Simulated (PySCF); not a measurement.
Values are calculated unless marked as measured or tabulated.
CH8ClSi3

CH8ClSi3 is a small molecule (built as: Si site whose three back bonds go to SiH3, CH2SiH3, Cl), neutral, doublet. The structure, one conformer, was relaxed in the gas phase by PBE0-D3(BJ)/def2-SVP. No frequency run checks that it is a minimum.

SMILES: [SiH3]C[Si]([SiH3])Cl

| atom | x (Å) | y (Å) | z (Å) |
| --- | --- | --- | --- |
| Si1 | 0.385 | -1.401 | -0.376 |
| Si2 | 1.529 | -0.753 | 1.569 |
| C3 | -1.227 | -0.482 | -0.683 |
| Si4 | -1.054 | 1.400 | -0.750 |
| Cl5 | 1.674 | -1.030 | -1.981 |
| H6 | 2.694 | -1.669 | 1.753 |
| H7 | 0.609 | -0.881 | 2.742 |
| H8 | 2.023 | 0.656 | 1.484 |
| H9 | -1.676 | -0.845 | -1.623 |
| H10 | -1.921 | -0.743 | 0.136 |
| H11 | -0.125 | 1.800 | -1.846 |
| H12 | -2.387 | 2.040 | -0.978 |
| H13 | -0.508 | 1.887 | 0.553 |

EPR values by unrestricted B3LYP, IGLO-III on C Cl Si, pcH-1 on H.

Predict g and the largest hyperfine couplings. Where does the spin sit?

g = 2.0020, 2.0067, 2.0093. The spin sits on Si1 (79 %, bonded to 1 C + 1 Cl + 1 Si) by Mulliken populations.
```csv
atom,isotope,isotropic (MHz),"dipolar, principal values (MHz)"
Si1,29Si,-544.3,"-147.0, 72.8, 74.2"
Si2,29Si,-87.0,"-19.9, 8.5, 11.4"
H8,1H,60.2,"-2.5, -0.1, 2.6"
Si4,29Si,-42.3,"-8.6, 3.8, 4.8"
Cl5,35Cl,13.4,"-17.2, -15.9, 33.1"
C3,13C,16.7,"-5.4, -4.8, 10.3"
```

How do the isotropic couplings move with BHandHLYP?

Si1 -544.3 to -584.9 MHz, Si2 -87.0 to -87.6 MHz, H8 60.2 to 59.1 MHz, Si4 -42.3 to -40.6 MHz.
